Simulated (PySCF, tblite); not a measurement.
One entry of a table of gas-phase calculations, keyed by method. Lists by class give the value and the number of equivalent atoms.

```json
{
 "formula": "C3H8Cl2OSi2",
 "smiles": "C=CO[Si@H](Cl)C[SiH2]Cl",
 "charge": 0,
 "multiplicity": 1,
 "geometry_level": "GFN2-xTB",
 "electronic_structure_code": "PySCF",
 "results": {
  "GFN2-xTB geometry": {
   "point_group": "C1",
   "rotational_constants_GHz": [1.401, 0.488, 0.375]
  },
  "PBE0/def2-SVPD ground state and vertical TDDFT (core frozen in the response)": {
   "dipole_D": 1.24,
   "homo_eV": -7.28,
   "lumo_eV": -0.04,
   "S1_eV": 6.28,
   "strongest_line_of_8_singlets_eV": 7.12,
   "T1_tda_eV": 4.3,
   "polarisability_au": 117.7,
   "r2_bohr2_about_centre_of_nuclear_charge": 2719.8,
   "singlets_eV_and_f": [
    [6.28, 0.019],
    [6.51, 0.091],
    [6.79, 0.013],
    [7.05, 0.091],
    [7.12, 0.188],
    [7.36, 0.024],
    [7.44, 0.115],
    [7.61, 0.023]
   ],
   "triplets_tda_eV": [4.3, 6.17, 6.54]
  },
  "PBE0/pcSseg-1 ground state and GIAO shieldings, non-relativistic": {
   "shift_vs_computed_TMS_C_by_class_ppm": [
    [150.3, 1],
    [102.4, 1],
    [11.6, 1]
   ],
   "shift_vs_computed_TMS_H_by_class_ppm": [
    [6.73, 1],
    [5.52, 1],
    [5.34, 1],
    [5.25, 1],
    [4.92, 1],
    [4.65, 1],
    [0.99, 1],
    [0.43, 1]
   ],
   "shielding_other_nuclei_by_class_ppm": [
    ["O", 193.7, 1],
    ["Si", 354.8, 1],
    ["Si", 368.0, 1],
    ["Cl", 903.3, 1],
    ["Cl", 987.3, 1]
   ]
  },
  "GFN2-xTB harmonic vibrations, gas phase": {
   "strongest_ir_bands_cm-1_km_per_mol_modes": [
    [639.6, 222.4, 1],
    [705.2, 647.3, 2],
    [781.4, 305.9, 1],
    [1148.6, 225.9, 1],
    [1186.9, 405.2, 1],
    [2278.5, 364.5, 1]
   ],
   "zpe_kcal_per_mol": 63.2
  }
 }
}
```

The polarisability is 17.44 Å³ as a volume (1 au = 0.148185 Å³), or 1.23 au for each of the 96 electrons. The 8 singlets span 6.28 to 7.61 eV, and their oscillator strengths add up to 0.56.

Shape of the structure used: `[CH2:1]=[CH:2][O:3][Si@H:4]([Cl:5])[CH2:6][SiH2:7][Cl:8]`: C1–C2–O3–Si4 -165°, C2–O3–Si4–Cl5 -37°, O3–Si4–C6–Si7 -31°, Si4–C6–Si7–Cl8 -171°.

One conformer stands for the species.
